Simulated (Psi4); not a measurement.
Computed with SAPT0/jun-cc-pVDZ, frozen core run with Psi4.

Psi4 input:

```
molecule {
0 1
C -0.71720066 -0.69278945 0.01094622
C 0.70457728 -0.70458672 -0.02892776
C 1.23940135 0.55141541 -0.02736754
S 0.01561883 1.75652481 0.02257659
C -1.22924768 0.57227313 0.04186595
H -1.32923555 -1.58296688 0.01641112
H 1.30075198 -1.60501738 -0.05741478
H 2.27892226 0.83328174 -0.05280946
H -2.26358781 0.87186534 0.07471968
--
0 1
B -0.17767858 2.32311716 -2.33504768
H -1.32700534 2.56364961 -2.14535430
H 0.14880087 1.24636260 -2.72079541
H 0.64506533 3.15973001 -2.14020226
units angstrom
symmetry c1
no_reorient
no_com
}
set basis jun-cc-pvdz
set scf_type df
set freeze_core true
energy('sapt0')
```

Part of the output:

```
    SAPT Results
  --------------------------------------------------------------------------------------------------------
    Electrostatics                -26.06455491 [mEh]     -16.35575513 [kcal/mol]     -68.43247948 [kJ/mol]
      Elst10,r                    -26.06455491 [mEh]     -16.35575513 [kcal/mol]     -68.43247948 [kJ/mol]

    Exchange                       56.69797415 [mEh]      35.57851592 [kcal/mol]     148.86051063 [kJ/mol]
      Exch10                       56.69797415 [mEh]      35.57851592 [kcal/mol]     148.86051063 [kJ/mol]
      Exch10(S^2)                  54.84997061 [mEh]      34.41887619 [kcal/mol]     144.00857799 [kJ/mol]

    Induction                     -22.59722533 [mEh]     -14.17997298 [kcal/mol]     -59.32900693 [kJ/mol]
      Ind20,r                     -37.47672738 [mEh]     -23.51700148 [kcal/mol]     -98.39513419 [kJ/mol]
      Exch-Ind20,r                 27.06028212 [mEh]      16.98058339 [kcal/mol]      71.04676092 [kJ/mol]
      delta HF,r (2)              -12.18078007 [mEh]      -7.64355489 [kcal/mol]     -31.98063366 [kJ/mol]

    Dispersion                    -13.98761067 [mEh]      -8.77735821 [kcal/mol]     -36.72446676 [kJ/mol]
      Disp20                      -16.76528196 [mEh]     -10.52037326 [kcal/mol]     -44.01724173 [kJ/mol]
      Exch-Disp20                   2.77767129 [mEh]       1.74301505 [kcal/mol]       7.29277497 [kJ/mol]
      Disp20 (SS)                  -8.38264098 [mEh]      -5.26018663 [kcal/mol]     -22.00862086 [kJ/mol]
      Disp20 (OS)                  -8.38264098 [mEh]      -5.26018663 [kcal/mol]     -22.00862086 [kJ/mol]
      Exch-Disp20 (SS)              1.50814495 [mEh]       0.94637525 [kcal/mol]       3.95963403 [kJ/mol]
      Exch-Disp20 (OS)              1.26952634 [mEh]       0.79663980 [kcal/mol]       3.33314094 [kJ/mol]

  Total HF                          8.03619392 [mEh]       5.04278781 [kcal/mol]      21.09902422 [kJ/mol]
  Total SAPT0                      -5.95141676 [mEh]      -3.73457040 [kcal/mol]     -15.62544254 [kJ/mol]
```
